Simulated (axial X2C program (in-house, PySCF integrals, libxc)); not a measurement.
**Bond lengths and stretching modes, held linear, of BrSeBr**

Calculated with an in-house all-electron X2C program for linear molecules (integrals from PySCF): two-component X2C with atomic mean-field Coulomb and Gaunt terms, Gaussian nuclei, basis Br dyall-av3z, Se dyall-v3z with contracted cores. Spin-free rows use the one-electron spin-free X2C Hamiltonian.

Masses Br 78.918, Se 79.917, Br 78.918 u. States: 2c Ω = 1 (beyond evenly filled blocks: ω = -1/2, ω = 3/2); spin-free M_S = 1, Λ = 0 (beyond evenly filled blocks: π+α, π-α).

r2SCAN, 2c: energies above the lowest point

| r(Br–Se) (Å) | r(Se–Br) (Å) | E (meV) |
| --- | --- | --- |
| 2.3615 | 2.3615 | 69.23 |
| 2.3615 | 2.4220 | 29.21 |
| 2.3615 | 2.4825 | 23.96 |
| 2.4220 | 2.3615 | 29.21 |
| 2.4220 | 2.4220 | 0.00 |
| 2.4220 | 2.4825 | 4.68 |
| 2.4220 | 2.5431 | 35.90 |
| 2.4825 | 2.3615 | 23.96 |
| 2.4825 | 2.4220 | 4.68 |
| 2.4825 | 2.4825 | 18.46 |
| 2.5431 | 2.4220 | 35.90 |
| 2.5431 | 2.5431 | 105.24 |

Task: Fit a quadratic surface with cubic terms in each bond: where is the minimum, and what are the two stretching wavenumbers?

Result: At r2SCAN, 2c: bonds 2.439 and 2.439 Å; harmonic stretches 195.3 and 250.0 cm⁻¹; force constants 1.37, 1.37 and coupling 0.40 mdyn/Å.

The other levels and Hamiltonians give:

| Hamiltonian | level | r(Br–Se) (Å) | r(Se–Br) (Å) | lower stretch (cm⁻¹) | upper stretch (cm⁻¹) |
| --- | --- | --- | --- | --- | --- |
| 2c | PBE0 | 2.420 | 2.420 | 200.7 | 259.7 |
| spin-free | PBE0 | 2.418 | 2.418 | 201.4 | 260.4 |
| spin-free | r2SCAN | 2.437 | 2.437 | 195.9 | 250.6 |

Each state is one determinant, the lowest of a limited PBE0 search; the stretches come from a fit to these few points and carry an uncertainty of a few per cent. Other orders of the atoms were not compared. Left out for rough or failed fits: HF 2c, MP2 2c, HF spin-free, MP2 spin-free. The molecule was held linear; bending was not examined, so a bent shape may lie lower. Open-shell Ω = 0 determinants with evenly filled partner blocks cannot be reached by this program, so the Ω shown need not be the lowest component. Note: several unpaired electrons, one determinant need not be a pure state.
